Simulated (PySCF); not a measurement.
These are PBE-D3(BJ)/def2-TZVP // TPSS-D3(BJ)/def2-SVP (PySCF 2.14.0) values and carry that method's errors. All species are isolated molecules in the gas phase. One relaxed conformer stands for a flexible species; it need not be the lowest. 

Reference species: [Mo(F)2(OH)4] (neutral, multiplicity 1).

charge on the central atom (Mulliken): 1.56 e
HOMO–LUMO gap: 3.39 eV
coordination number: 6

Changed species: [Mo(OH)6] (6 of 6 F replaced by OH; the reference has 4 of 6 F replaced by OH).

Predict the effect on the charge on the central atom (Mulliken), HOMO–LUMO gap and coordination number.

the charge on the central atom (Mulliken) decreases by 0.17 e, to 1.39 e; the HOMO–LUMO gap falls by 0.45 eV, to 2.94 eV; the coordination number stays essentially unchanged.
